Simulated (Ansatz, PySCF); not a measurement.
Species: SbF₂, net charge 0, doublet state. It need not be the lowest isomer of its formula. 
Geometry from a B3LYP-D3(BJ)/def2-TZVP (Ansatz, an electronic-structure program) optimisation:
```xyz
3

Sb    -0.1525    -0.1203     0.2760
F     -0.4218     1.4749    -0.7593
F      1.2858    -0.7931    -0.8046
```
Charge 0, spin multiplicity 2.

Property: atomisation energy (electronic, to ground-state atoms), in eV. Valence correlation only, unless marked. UHF or UKS for open shells. Spin-orbit coupling is left out. The frozen core is the preceding noble-gas configuration, with the filled d and f shells of earlier blocks. In def2 rows, elements after Kr have scalar-relativistic effective core potentials. The coupled-cluster limit lacks core correlation, which all-electron functionals hold. CBS marks a two-point X^-3 extrapolation of the correlation energy; Hartree-Fock from the larger set. [CCSD(T)-MP2]/basis is that difference in the basis named.

```
level                                                                 program  atomisation energy (eV)
-------------------------------------------------------------  --------------  -----------------------
HF-D4/def2-TZVPD                                                PySCF + dftd4                     5.03
PBE0/def2-TZVP                                                         Ansatz                        ?
TPSSh-D3(BJ)/def2-TZVPD                                         PySCF + dftd3                     8.80
M06-2X/def2-TZVPD                                                       PySCF                     8.43
LC-wPBE-D3(BJ)/def2-TZVPD                                      Ansatz + dftd3                        ?
B2GP-PLYP-D3(BJ)/def2-TZVPD                                    Ansatz + dftd3                     8.74
RI-MP2/CBS(def2-TZVPPD,def2-QZVPPD)+[CCSD(T)-MP2]/def2-TZVPPD          Ansatz                        ?
```

Question: Complete the blanks.

Answer: 
- PBE0/def2-TZVP, atomisation energy (eV): 8.55
- LC-wPBE-D3(BJ)/def2-TZVPD, atomisation energy (eV): 8.83
- RI-MP2/CBS(def2-TZVPPD,def2-QZVPPD)+[CCSD(T)-MP2]/def2-TZVPPD, atomisation energy (eV): 8.81
